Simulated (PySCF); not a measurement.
**Cd: excitation energy**

Cd [Kr] 4d10 5s2 (1S) → Cd [Kr] 4d9 5s2 5p1 (high-spin determinant), as a difference of total energies. Calculation: PySCF 2.14, in x2c-TZVPPall with one added diffuse shell each of s, p, d, f type (9s7p7d3f1g, 95 functions); the spin-free X2C one-electron Hamiltonian (Gaussian nucleus). Correlated levels: valence: [Kr] frozen. The calculations carry no spin-orbit coupling.

```
           method  excitation energy (cm⁻¹)
              UHF                     87195
    MP2 (valence)                    100500
SCS-MP2 (valence)                     99226
   CCSD (valence)                     97171
CCSD(T) (valence)                     97699
```

A first-order spin-orbit estimate (lowest level to lowest level, LS coupling) adds -0.210 eV.

The upper state lies above the first ionisation limit, where it may autoionise and the basis confines it.

The determinant of the upper state mixes LS terms, which raises its energy above the lowest term, most at the Hartree-Fock and MP2 levels.
